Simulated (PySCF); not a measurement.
NMR data simulated for an unnamed compound:

1H NMR (400 MHz, computed): δ 7.47 (m, 1H), 7.46 (m, 1H), 6.97 (m, 1H), 5.66 (br s, 1H), 5.32 (br s, 1H), 2.13 (s, 3H).

13C{1H} NMR (computed): δ 148.3 (CH), 144.1 (CH), 142.4 (C), 134.5 (C), 116.1 (CH2), 114.4 (CH), 23.5 (CH3).

[PySCF 2.14.0 with density-fitted response routines: geometry: GFN2-xTB; GIAO PBE0/pcSseg-1 shieldings; relativity neglected; fast rotation and ring inversion assumed for equivalent nuclei; no solvent; one conformer]

Scale: TMS for 1H (σref 31.72) and 13C (σref 186.93) (reference shieldings calculated alike).

Q: Which of these does the molecule contain: a (CH3)2CH unit, a ketone, a heteroaromatic ring, a non-aromatic C=C double bond, a tert-butyl group?

A: 
- A (CH3)2CH unit: no.
- A ketone: no.
- A heteroaromatic ring: yes.
- A non-aromatic C=C double bond: yes.
- A tert-butyl group: no.

The data belong to `C=C(C)c1ccoc1`, C$_{7}$H$_{8}$O; they needn't prove each group on their own.

Carbon signals by region: 6 in the sp2 and nitrile region (100–160 ppm), 1 below 50 ppm.

Shifts are as computed. Against solution values, carbons near 30 ppm lie about +3 ppm off and those near 130 ppm about +5 ppm. Of 1211 compounds with measured shifts, 218 miss one by over three times the rms of a fit or turn the order of signals round; such compounds aren't used in these exercises. Multiplicities follow the n + 1 count of equivalent neighbours, as no J values were calculated; m marks all less simple cases, F and P coupling included.
